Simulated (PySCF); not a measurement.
A GIAO shielding run with PySCF (density fitting, non-relativistic, gas phase) on SMILES C=CC[C@@H](C)[SiH2]N(C)C, C7H17NSi:

```
$ OMP_NUM_THREADS=1 python probes_run.py task.json out

{"job": {"kind": "nmr", "xc": "PBE0", "basis": "pcSseg-1"}, "charge": 0, "multiplicity": 1}
C      4.170750     0.491737    -0.326994
C      3.032105     1.036467     0.058354
C      1.928187     0.306168     0.751873
C      0.621133     0.346750    -0.048047
C      0.796986    -0.368350    -1.384776
Si    -0.780653    -0.417695     0.990402
N     -2.232808    -0.419552     0.069623
C     -2.666064     0.718365    -0.704217
C     -3.344079    -1.231606     0.494371
H      4.937683     1.057056    -0.829374
H      4.386092    -0.549375    -0.149159
H      2.838283     2.084744    -0.135487
H      1.759797     0.769702     1.728217
H      2.218936    -0.731868     0.920846
H      0.402870     1.400898    -0.252415
H      1.064522    -1.410123    -1.222312
H     -0.123330    -0.341256    -1.963087
H      1.589081     0.095635    -1.971941
H     -0.843878     0.315027     2.273938
H     -0.510908    -1.831591     1.269176
H     -3.333070     1.370945    -0.127504
H     -3.211061     0.377230    -1.589495
H     -1.807610     1.299604    -1.026086
H     -4.015124    -0.683486     1.167338
H     -2.976205    -2.109571     1.017224
H     -3.922679    -1.553240    -0.376038
```

Hardware: 1 thread of an Arm Neoverse V2, shared host. The job also computes population analyses, field gradients.

(1) How large is the calculation?

(2) How long does it take, and how much memory does it need?

Answers

(1) 80 electrons, 245 basis functions and 1284 auxiliary functions.

(2) 52 s of wall time, with 14 SCF cycles and 4 response iterations; peak memory 1.2 GiB. Times on a shared host scatter by some tens of per cent.
